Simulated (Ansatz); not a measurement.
```
atom   x (Å)   y (Å)    z (Å)
   C  0.0000  0.0000  -0.6836
   C  0.0000  0.0000   0.6836
```

Basis set: cc-pVTZ (spherical functions). Frozen core: 2 orbitals. Charge 0, multiplicity 1.

Computed with Ansatz (development build ahead of 0.2.0); the reference of a correlated method needn't be the lowest determinant of its kind. Restricted open shells among the atoms or ions are ROHF, correlated in semicanonical orbitals with singles.

**Question.** Give the atomization energy at this shape (free ground-state atoms in the same class of orbitals less the molecule, no zero-point energy) of singlet C₂ by UHF-CCSD(T), UHF-BCCD(T), RHF-CCSD(T).

**Answer.**

```
     method  atomization energy
UHF-CCSD(T)     131.02 kcal/mol
UHF-BCCD(T)     130.33 kcal/mol
RHF-CCSD(T)     129.92 kcal/mol
```

Caution: the shape is not the minimum. Caution for UHF-CCSD(T), UHF-BCCD(T): the unrestricted determinant is spin contaminated. Caution for UHF-BCCD(T), RHF-CCSD(T): the program doubts this total. Caution for RHF-CCSD(T): an unrestricted determinant lies well below; other determinants can give a lower correlated total.
